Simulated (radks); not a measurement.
Results of a calculation; reference values are marked as such.
Problem. All-electron atom: the thallium ion Tl5+ in [Xe] 4f14 5d8. Code: a radial shooting solver on a logarithmic mesh with Libxc functionals. Model: scalar-relativistic Kohn-Sham, r2SCAN, spin-polarised, spherical densities, finite nucleus; open shells are filled with parallel spins first (spin-orbit coupling, left out, can overturn this in heavy ions); meta-GGA in the generalised Kohn-Sham scheme; Fermi nuclear charge, rms radius 5.4759 fm. Some entries of the table are withheld. Estimate them.

orbital,occ.,eigenvalue (eV),<r> (bohr)
1s down,1,-85752.23,0.01632
1s up,1,-85752.22,0.01632
2s up,1,-15351.83,0.06875
2s down,1,-15351.51,0.06875
2p up,3,-13213.50,0.06235
2p down,3,-13213.24,0.06235
3s up,1,-3725.392,0.1774
3s down,1,-3725.341,0.1774
3p up,3,-3107.267,0.1791
3p down,3,-3107.190,0.1791
3d up,5,-2464.821,0.1625
3d down,5,-2464.622,0.1625
4s up,1,-888.7163,0.3915
4s down,1,-888.4619,0.3916
4p up,3,-685.1833,0.4171
4p down,3,-684.9677,0.4172
4d up,5,-445.1881,0.4395
4d down,5,-444.9280,0.4395
5s up,1,-197.9168,0.8761
5s down,1,-196.3127,0.8736
4f up,7,-180.1076,0.4672
4f down,7,-179.7546,0.4665
5p up,3,(1),0.9948
5p down,3,(2),0.9922
5d up,5,-76.8463,1.253
5d down,3,-74.7324,1.256
6s up,0,-59.0994,1.956
6s down,0,-57.7932,1.981
6p up,0,-45.0055,2.316
6p down,0,-44.2484,2.347

Solution. 
(1) 5p up eigenvalue (eV): -141.8791
(2) 5p down eigenvalue (eV): -139.9428
